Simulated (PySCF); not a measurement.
**Calculated NMR parameters of CC(C)OC(=O)[SiH2]CF**

```yaml
Formula: C5H11FO2Si
SMILES: CC(C)OC(=O)[SiH2]CF
InChI: InChI=1S/C5H11FO2Si/c1-4(2)8-5(7)9-3-6/h4H,3,9H2,1-2H3
Point_group_of_the_computed_structure: C1
Degrees_of_unsaturation: 1
Carbon_signals: 4
Proton_signals: 4
```

Structure with atom numbers: `[CH3:1][CH:2]([CH3:3])[O:4][C:5](=[O:6])[SiH2:7][CH2:8][F:9]`. Hydrogens are named by the atom that carries them.

Non-relativistic Hamiltonian, one averaged value for each set of equivalent atoms, isolated molecule, a single conformation. Shieldings: GIAO PBE0/pcSseg-1; GFN2-xTB structure; PySCF 2.14.

Referencing at the same level of theory: ¹H (σ = 31.72 ppm), ¹³C (σ = 186.93 ppm), ²⁹Si (σ = 349.16 ppm) against TMS; ¹⁹F (σ = 170.95 ppm) vs CFCl3; H2O for ¹⁷O (σ = 336.08 ppm).

| carbon | δC, type | δH (multiplicity) | HMBC from (2–3 bonds) | span of the C tensor (ppm) |
| --- | --- | --- | --- | --- |
| C1/C3 | 23.7, CH3 | 1.30 (d) | H(C2), H(C1)/H(C3) | 42 |
| C2 | 69.0, CH | 5.34 (sept) | H(C1)/H(C3) | 81 |
| C5 | 186.4, C | – | H(C2), H(C8), H(Si7) | 172 |
| C8 | 76.9, CH2 | 5.25 (m) | H(Si7) | 129 |

Other nuclei:
```
 atoms  nucleus                          environment  δ (ppm)  σ (ppm)
H(Si7)       ¹H  hydrogen on a silicon bonded to 2 C     4.49    27.23
    F9      ¹⁹F            fluorine on an sp3 carbon   -311.7    482.7
   Si7     ²⁹Si           silicon bonded to 2 C, 2 H    -65.7    414.8
    O6      ¹⁷O                ester carbonyl oxygen    509.3   -173.2
    O4      ¹⁷O                  ester alkoxy oxygen    275.6     60.5
```

- Carbon types of the structure: 1 × C, 1 × CH, 1 × CH2, 2 × CH3, leaving 2 H on heteroatoms.
- δC 186.4: carbonyl carbon.
- δC 76.9: sp3 CH2 bonded to F and Si; pulled downfield by the heteroatom.
- δC 69.0: sp3 CH bonded to O; deshielded by the electronegative neighbour.
- δH 5.34: hydrogen on an sp3 CH bonded to O; its carbon carries O, which withdraws density.
- δH 5.25: hydrogen on an sp3 CH2 bonded to F and Si; its carbon carries F, hence the downfield position.

Splittings by ¹⁹F in the carbon and heteronuclear signals aren't shown, as no couplings were computed. Shifts are as computed. Against solution values, carbons near 30 ppm lie about +3 ppm off and those near 130 ppm about +5 ppm. Of 1211 compounds with measured shifts, 218 miss one by over three times the rms of a fit or turn the order of signals round; such compounds aren't used in these exercises. Unscaled 19F shifts against computed CFCl3 carry errors that often reach 10 to 50 ppm. Unscaled 17O shifts of doubly bonded oxygen tend to come out too high, by tens of ppm or more. Experimental scales use liquid or dissolved standards, which lie at an offset from isolated H2O (liquid H2O: subtract about 36 ppm). Multiplicities follow the n + 1 count of equivalent neighbours, as no J values were calculated; m marks all less simple cases, F and P coupling included.
